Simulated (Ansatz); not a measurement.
`C#[C][Sn]([Cl])([Cl])[Cl]` and `[Cl][Sn]([Cl])([Cl])[I]` differ in one atom or group.

Ansatz, PBE0-D4/def2-TZVP geometries, multiplicity 1. 

Elements past krypton have def2 core potentials.

```csv
property,`C#[C][Sn]([Cl])([Cl])[Cl]`
size of the dipole moment (B3LYP/def2-TZVPP) / D,2.51
HOMO–LUMO gap (PBE/def2-TZVPP) / eV,4.65
LUMO energy (ωB97M-V/def2-TZVPP) / eV,-0.20
HOMO energy (ωB97M-V/def2-TZVPP) / eV,-11.47
HOMO–LUMO gap (ωB97M-V/def2-TZVPP) / eV,11.26
LUMO energy (PBE0/def2-TZVPP) / eV,-2.30
```

Question: What does the change do to each property? (An estimate is asked.)

Answer: Computed: 
```csv
property,`[Cl][Sn]([Cl])([Cl])[I]`,shift
size of the dipole moment (B3LYP/def2-TZVPP) / D,1.44,-1.07
HOMO–LUMO gap (PBE/def2-TZVPP) / eV,3.23,-1.42
LUMO energy (ωB97M-V/def2-TZVPP) / eV,-1.40,-1.20
HOMO energy (ωB97M-V/def2-TZVPP) / eV,-10.71,0.76
HOMO–LUMO gap (ωB97M-V/def2-TZVPP) / eV,9.31,-1.95
LUMO energy (PBE0/def2-TZVPP) / eV,-3.35,-1.05
```

With PBE0 the HOMO rises by 0.62 eV and the LUMO falls by 1.05 eV, so the gap narrows by about 1.67 eV. PBE moves the HOMO by 0.53 eV and ωB97M-V by 0.76 eV. The zero-point energy changes by -47.3 kJ/mol with -6 modes. Dipoles are sizes alone; their direction can turn.

B3LYP here is the variant with VWN-RPA as its local correlation; programs differ in this.

Spin–orbit coupling is left out; it splits and shifts lone-pair levels of the heavy atoms by tenths of an eV.
